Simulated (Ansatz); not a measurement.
Task: Name a neutral molecule of Cl, F, Ti with zero-point energy (PBE0-D4/def2-TZVP) between 16 and 32 kJ/mol and HOMO energy (B3LYP/def2-TZVPP) between -10.10 and -9.80 eV (Ansatz, PBE0-D4/def2-TZVP geometry).

Result: `[F][Ti]([F])([F])[Cl]` (22.8 kJ/mol, -9.95 eV). Other molecules can fit too; these were computed, each in one conformer that needn't be the lowest.

B3LYP here is the variant with VWN-RPA as its local correlation; programs differ in this.
